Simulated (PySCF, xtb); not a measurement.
C4H4N, SMILES C1C=C[N]C=1 (connectivity only; charge and spin as stated), charge -1, multiplicity 1.

GFN2-xTB (xtb) at its own geometry gives an orbital gap of 5.43 eV.

Coordinates come from a B3LYP-D3(BJ)/def2-SVPD optimisation. The multiplicity is an assumed one; other spin states were not compared. The isomer is the one that the SMILES or the coordinates give; other isomers of the formula were not compared.

Question: What does PBE/def2-SVPD run with PySCF give? (The exact figures need the calculation; the answer reports its results.)

Answer: gap 4.02 eV (levels 0.76 and 4.78 eV).
